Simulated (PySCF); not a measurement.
A GIAO shielding run with PySCF 2.14.0 with density-fitted response routines (density fitting, non-relativistic, gas phase) on `C(C)[Si@H](Cl)SC`, C₃H₉ClSSi:

```
$ OMP_NUM_THREADS=1 python probes_run.py task.json out

{"job": {"kind": "nmr", "xc": "PBE0", "basis": "pcSseg-1"}, "charge": 0, "multiplicity": 1}
C      2.638340     0.533988     0.176892
C      1.476439    -0.346857     0.622043
Si    -0.147257     0.107169    -0.241023
Cl    -0.715711     1.991526     0.237114
S     -1.632945    -1.301495     0.416070
C     -3.134627    -0.514121    -0.244572
H      2.426091     1.581261     0.378812
H      2.819352     0.424833    -0.889822
H      3.549705     0.263384     0.706141
H      1.717408    -1.391191     0.422799
H      1.355854    -0.260885     1.704191
H     -0.073195     0.041240    -1.698537
H     -3.094293    -0.504367    -1.328869
H     -3.215253     0.495945     0.143229
H     -3.974324    -1.112440     0.091584
```

Hardware: 1 thread of an Arm Neoverse N1, shared host. The job also computes population analyses, field gradients.

Question: How large is the calculation?

Answer: 74 electrons, 168 basis functions and 942 auxiliary functions.

Question: How long does it take, and how much memory does it need?

Answer: 39 s of wall time, with 12 SCF cycles and 4 response iterations; peak memory 0.75 GiB. Times on a shared host scatter by some tens of per cent.
